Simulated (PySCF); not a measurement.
Simulation results for BF₂HO

Calculation on a computer-drawn molecule: vertical ionisation energy to the stated ion spin, frozen-core CCSD(T) at the basis limit and cheaper methods, single-reference cases, UHF for radicals, no spin-orbit; all values are single points at the evaluated structure, the first of each entry, which is the reference or a displaced copy of it and isn't optimised; the reference structure only sets the zero of the energies above reference; triples share is (T) over the correlation energy. Program: PySCF 2.14.0.

## BF₂HO

Evaluated structure:
```xyz
5
BF2HO
O      0.6223    -1.5959     0.7881
B      0.7696    -0.5444     1.5451
F      1.6597     0.4072     1.2807
F      0.0425    -0.3345     2.5927
H      1.2026    -1.5981     0.0744
```

Reference structure:
```xyz
5
BF2HO
O      0.6313    -1.5899     0.8015
B      0.7782    -0.5084     1.5678
F      1.6653     0.4358     1.2868
F      0.0311    -0.3530     2.6401
H      1.2128    -1.6102     0.0556
```

* charge: 0
* multiplicity: 1
* ion multiplicity: 2
* diffuse functions: no
* basis: cc-pVnZ
* reference is: the Hartree-Fock double-zeta minimum
* best is: HF at quadruple zeta + MP2 correlation extrapolated from triple and quadruple zeta + CCSD(T) minus MP2 at triple zeta
* basis step is: the size of the change from the same recipe one zeta lower
* ionisation energy best: 14.46 eV
* ionisation energy basis step: 0.07575 eV
* energy above reference best: 2.554 kcal/mol
* energy above reference basis step: 0.3919 kcal/mol
* ionisation energy Koopmans at triple zeta: 15.63 eV
* ionisation energy EOM CCSD at triple zeta: 14.27 eV
* total energy HF triple zeta: -299.3181 hartree
* total energy CCSD(T) triple zeta: -300.1757 hartree
* total energy best: -300.3267 hartree
* T1 diagnostic at triple zeta: 0.0112
* D1 diagnostic at triple zeta: 0.0404
* ion T1 diagnostic at triple zeta: 0.02594
* ion D1 diagnostic at triple zeta: 0.1616
* ion spin squared at triple zeta: 0.7563
* triples share at triple zeta: 0.0295
* basis functions triple zeta: 134
* dipole magnitude HF at triple zeta: 2.069 debye
* dipole magnitude CCSD unrelaxed at triple zeta: 1.965 debye
* dipole magnitude PBE at triple zeta: 1.921 debye
* dipole magnitude r2SCAN at triple zeta: 1.958 debye
* dipole magnitude B3LYP at triple zeta: 1.971 debye
* dipole magnitude wB97X at triple zeta: 1.973 debye

Drawn bonds:
| atom | other atom | order |
| --- | --- | --- |
| 1 | 2 | 1 |
| 2 | 3 | 1 |
| 2 | 4 | 1 |
| 1 | 5 | 1 |

Triple zeta:
| method | ionisation energy (eV) | energy above reference (kcal/mol) |
| --- | --- | --- |
| HF | 12.96 | 1.202 |
| PBE | 13.41 | 3.684 |
| r2SCAN | 13.7 | 2.821 |
| B3LYP | 14.01 | 2.924 |
| wB97X | 14.14 | 2.807 |
| MP2 | 14.51 | 2.97 |
| CCSD | 14.21 | 2.622 |
| CCSD(T) | 14.23 | 2.883 |
